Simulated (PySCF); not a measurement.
**In: electron affinity**

In⁻ [Kr] 4d10 5s2 5p2 [5p1/2^2, M_J = 0] → In [Kr] 4d10 5s2 5p1 [5p1/2^1, M_J = 1/2], as a difference of total energies. All numbers are calculated (PySCF 2.14, the two-component X2C-1e Hamiltonian, in x2c-TZVPPall-2c with one added diffuse shell each of s, p, d, f type (9s10p6d3f, 90 functions)). Correlated levels: [Kr] frozen; the 24 highest virtual spinors dropped. "Screened" scales the spin-orbit matrix elements by Boettger's factors to mimic the two-electron term; Breit and QED terms are absent.

```tsv
method	electron affinity (eV)
GHF (screened spin-orbit)	-0.079
GMP2 (screened spin-orbit)	0.291
GCCSD (screened spin-orbit)	0.268
GCCSD(T) (screened spin-orbit)	0.313
```

Errors of the correlated levels include the incompleteness of this basis and the frozen core.

The labels give the starting determinants; with spin-orbit coupling the two ends relaxed to ⟨J²⟩ = 1.58, ⟨L²⟩ = 2.03, ⟨S²⟩ = 2.00 and ⟨J²⟩ = 0.82, ⟨L²⟩ = 2.07, ⟨S²⟩ = 0.78.

A negative affinity means that the anion lies above the atom at that level of theory.

The determinant of In⁻ mixes levels of different J (the jj label is only the starting occupation), so the difference between spin-free and spin-orbit rows is not the physical spin-orbit shift.

For comparison: 0.384 eV (measured; photodetachment measurements, as compiled on the Wikipedia data page of electron affinities).
